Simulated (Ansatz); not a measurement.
Calculated with Ansatz (gas phase, PBE0-D4/def2-TZVP geometries, no zero-point term in ΔE). CCSD(T)/CBS is the MP2 limit (def2-TZVPP, def2-QZVPP) plus CCSD(T) − MP2 in def2-TZVPP, frozen cores. DFT in def2-TZVPP. B3LYP here is the variant with VWN-RPA as its local correlation; programs differ in this. HSE06 is defined as in plane-wave codes. Each species was taken in one conformer, which may not be the lowest.

Consider the ligand exchange at a B–C bond: `BC(B)=C` + `FC([SiH3])S` → `BSC(F)[SiH3]` + `BC=C`.

```tsv
level	ΔE (eV)
LDA (SPW92)	-0.94
PBE-D4	-0.93
r2SCAN-D4	-0.91
B97M-V	-0.87
B3LYP	-0.86
r2SCAN0	-0.87
HSE06	-0.87
MP2/def2-TZVPP	-0.84
```

(1) What does CCSD(T)/CBS give? (An estimate is asked.)

Largest T1 diagnostic among the species: 0.014.

Results:

(1) The calculation gave: -0.84 eV. The listed levels differ from it by -0.10, -0.09, -0.07, -0.03, -0.02, -0.03, -0.03, 0.00 eV.

From PBE to PBE0 (25 % exact exchange), in def2-TZVPP and without D4, ΔE moves by +0.05 eV. In def2-TZVPP, CCSD(T) changes the Hartree–Fock value by −0.14 eV (the triples alone add −0.03 eV) and MP2 by −0.14 eV.
